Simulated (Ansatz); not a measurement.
Spin states of H2O2Re (SMILES [OH][Re][OH]), each relaxed at B3LYP-D3(BJ)/def2-TZVP; lowest solutions found, singlets restricted, no spin–orbit coupling, no relativity up to Kr.
Multiplicity 4 (charge 0, multiplicity 4):
| atom | x (Å) | y (Å) | z (Å) |
|---|---|---|---|
| Re | 0.1481 | -0.2550 | 0.1316 |
| O | 1.4765 | -0.0733 | -1.1885 |
| H | 1.7403 | 0.7460 | -1.6232 |
| O | -1.3986 | -0.5328 | 1.1662 |
| H | -2.0200 | 0.1448 | 1.4568 |
Multiplicity 6 (charge 0, multiplicity 6):
```xyz
5

Re     0.0203    -0.0930     0.0072
O      1.3985    -0.0596    -1.3964
H      2.0180     0.6561    -1.5626
O     -1.2830    -0.3676     1.4552
H     -2.2077    -0.1062     1.4395
```

Run with Ansatz (Gaussian orbitals). Values without a source in brackets are computed. In def2 rows elements past Kr take small-core potentials, without spin–orbit coupling.

The energy of multiplicity 6 less that of multiplicity 4 (kcal/mol) and the share of exact exchange:

| functional | exact exchange (%) | value |
|---|---|---|
| PBE/def2-TZVPP | 0 | 7.35 |
| PBE0/def2-TZVPP | 25 | -0.14 |
| BLYP/def2-TZVPP | 0 | 13.71 |
| B3LYP/def2-TZVPP | 20 | 8.16 |
| BHLYP/def2-TZVPP | 50 | 0.64 |
| r2SCAN/def2-TZVPP | 0 | -2.12 |
| r2SCANh/def2-TZVPP | 10 | -4.04 |

Problem. Take the value as linear in the share of exact exchange along PBE and PBE0. Give the slope, say whether the sign turns, and set the other functionals against that line.

Solution. 
Slope: (-0.14 − (7.35))/2.5 = -3.00 kcal/mol for each 10 %. The line crosses zero at 25 %, where the sign would turn. At 50 % it gives -7.6 kcal/mol. The LYP pair gives (0.64 − (13.71))/5 = -2.61 for each 10 %. BHLYP, at 50 %, lies 8.3 from the PBE line. B3LYP, at 20 %, lies 6.8 from the PBE line. r2SCAN, with none, stands -9.5 from PBE. The r2SCAN pair gives -1.92 for 10 %.

Ansatz is a first-principles code.
